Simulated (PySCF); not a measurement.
Compound: C6H11N.
Structure used (PBE0-D3(BJ)/def2-SVP), in Å, numbered top down from 1:
```xyz
18
C6H11N angstrom
C     -1.520   -1.174    0.616
C     -1.104    0.131   -0.025
C     -2.209    1.060   -0.433
N      0.098    0.493   -0.238
C      1.192   -0.322    0.118
C      2.399   -0.245   -0.784
C      2.441    0.400    0.560
H     -1.125   -1.256    1.641
H     -1.136   -2.037    0.049
H     -2.613   -1.264    0.668
H     -2.828    1.335    0.438
H     -2.883    0.571   -1.157
H     -1.789    1.968   -0.882
H      1.005   -1.295    0.591
H      2.968   -1.163   -0.950
H      2.295    0.405   -1.656
H      3.040   -0.059    1.351
H      2.365    1.489    0.604
```

Computed with PySCF at CAM-B3LYP/def2-SVPD, non-relativistic, on one gas-phase PBE0-D3(BJ)/def2-SVP geometry that isn't relaxed in the solvent. The solvent is an IEF-PCM continuum (cavity from Bondi-type radii × 1.2). The model holds no explicit solvent molecules, cavitation or dispersion.

Gas phase at CAM-B3LYP/def2-SVPD: HOMO -8.34 eV, LUMO 1.29 eV, dipole 1.86 D.

**Question.** What does the continuum do to the energy, the frontier levels and the dipole at CAM-B3LYP/def2-SVPD in chloroform?

**Answer.** 
```
   solvent      ε  E(solvent) − E(gas) (kcal/mol)  polarisation term (kcal/mol)  distortion of the solute (kcal/mol)  HOMO (eV)  LUMO (eV)  dipole (D)
chloroform  4.711                           -2.98                         -3.43                                 0.45      -8.36       1.30        2.48
```

The first energy column is the sum of the next two and covers electrostatics alone.

**Question.** Which radius a makes the point-dipole formula ΔE = −[(ε − 1)/(2ε + 1)]·μ²/a³ give the value in chloroform, with the gas-phase dipole?

**Answer.** μ = 0.730 au and |ΔE| = 0.00475 Eh give a = 1.81 Å; the farthest nucleus lies 3.29 Å from the centroid of the nuclei, so such a sphere wouldn't even hold the nuclei. The formula assumes a rigid point dipole at the centre of a sphere.

**Question.** Give the dipole vector in the frame of the coordinates (D, pointing from negative to positive charge), gas and chloroform.

**Answer.** Gas (-0.94, -1.43, 0.72), solvent (-1.26, -1.91, 0.96). Its length changes by +34 % and its direction by less than 1°.

**Question.** How does the static polarisability (CAM-B3LYP/def2-SVPD, frozen core, with the continuum's full static response) change?

**Answer.** 
```csv
medium,isotropic (au),principal values (au),⟨r²⟩ of the electrons (bohr²)
gas,82.2,"65.9, 73.6, 107.2",975.4
chloroform,101.0,"82.0, 91.3, 129.6",974.3
```

The isotropic value in chloroform is 1.23 times the gas-phase one; no cavity-field correction is applied. ⟨r²⟩ is taken about the centre of nuclear charge.
